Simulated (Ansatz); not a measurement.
H4InOSSi, SMILES `[SiH3][O][In][SH]` radical. Total charge 0; spin multiplicity 2. In takes the def2 core potential.

```xyz
8

Si   -0.753   -0.480    0.703
O     0.554   -0.021    1.487
In    2.198    1.161    0.867
S     0.528    1.126   -1.809
H    -0.849   -1.939    0.413
H    -0.637    0.210   -0.764
H    -2.044    0.026    1.249
H     1.002   -0.085   -2.148
```

(1) List the harmonic frequencies (cm⁻¹, unscaled) at PBE0-D4/def2-TZVP in Ansatz. (Best estimate.)

(2) Is this a minimum?

(3) Give the ideal-gas thermochemistry at 298.15 K and 1 bar (rigid rotor, harmonic oscillator; point group C1, symmetry number 1).

(4) And at 400, 500, 600, 800 and 1000 K?

Answers

(1) Ansatz gave: 78, 90, 140, 152, 270, 287, 355, 540, 632, 706, 848, 930, 949, 1022, 1373, 2190, 2201, 2713.

(2) Yes, all 18 modes are real.

(3) Zero-point energy 92.6 kJ/mol; H(298) − E = 114.9 kJ/mol; entropy 381.5 J/(mol·K), of which translation 174.6, rotation 121.3, vibration 79.8, electronic 5.8; G(298) − E = 1.2 kJ/mol. Modes under 100 cm⁻¹ are hindered rotations or soft bends, so the harmonic entropy is rough.

(4) 
| T (K) | H − E (kJ/mol) | S (J/mol/K) | G − E (kJ/mol) |
| --- | --- | --- | --- |
| 400 | 126.6 | 415.0 | -39.4 |
| 500 | 139.2 | 443.2 | -82.4 |
| 600 | 152.8 | 467.9 | -128.0 |
| 800 | 182.0 | 509.8 | -225.9 |
| 1000 | 213.1 | 544.5 | -331.4 |
